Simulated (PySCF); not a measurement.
Working out the excitation energy of In

In [Kr] 4d10 5s2 5p1 (2P) → In [Kr] 4d10 5s1 5p2 (4P). All numbers are calculated (PySCF 2.14, scalar relativity by spin-free X2C-1e, in x2c-TZVPPall (8s6p4d2f, 60 functions)). Frozen: [Kr] 4d10. Energies in hartree (1 hartree = 27.21139 eV):

```
            part    In (lower)    In (upper)
             UHF  -5878.240739  -5878.133708
CCSD correlation     -0.040675     -0.010232
             (T)     -0.000686     -0.000070
```

**Question.** What does Hartree-Fock give?

**Answer.** (-5878.133708) − (-5878.240739) = 0.107031 hartree = 2.912 eV.

**Question.** What do CCSD and CCSD(T) give?

**Answer.** The CCSD correlation energies differ by 0.030443 hartree = 0.828 eV and the triples by 0.000616 hartree = 0.017 eV, so CCSD gives 3.740 eV and CCSD(T) 3.757 eV.

Measured between the centres of the two terms (NIST): 4.350 eV, so CCSD(T) (valence) is off by -0.593 eV.

What remains against the reference includes basis incompleteness, the frozen core and higher excitations.
